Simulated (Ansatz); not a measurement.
Consider the ligand exchange at the Si–N bond: `N[SiH](O)O` + `O[SiH](O)F` → `O[SiH](O)O[SiH](O)F` + NH₃.

Program: Ansatz. Geometries: PBE0-D4/def2-TZVP. ΔE: electronic, gas phase. CCSD(T)/CBS is the MP2 limit (def2-TZVPP, def2-QZVPP) plus CCSD(T) − MP2 in def2-TZVPP, frozen cores. This one scheme is used for every species. DFT in def2-TZVPP. Each species was taken in one conformer, which may not be the lowest.

```json
{"level": "r2SCAN", "ΔE (kcal/mol)": "-16.2"}
{"level": "HF/def2-TZVPP", "ΔE (kcal/mol)": "-17.9"}
```

Problem. What does CCSD(T)/CBS give? (Best estimate.)

Solution. The calculation gave: -16.6 kcal/mol. The listed levels differ from it by 0.4, -1.3 kcal/mol.

Largest T1 diagnostic among the species: 0.012.

The D4 term adds −1.5 kcal/mol with B3LYP and −0.9 kcal/mol with PBE0; it sums over pairs of atoms, weighted by their polarisabilities, and B3LYP, whose exchange is more repulsive, gets the larger term. In def2-TZVPP, CCSD(T) changes the Hartree–Fock value by +1.3 kcal/mol (the triples alone add +0.1 kcal/mol) and MP2 by +1.7 kcal/mol. From PBE to PBE0 (25 % exact exchange), in def2-TZVPP and without D4, ΔE moves by −0.8 kcal/mol.

B3LYP here is the variant with VWN-RPA as its local correlation; programs differ in this.
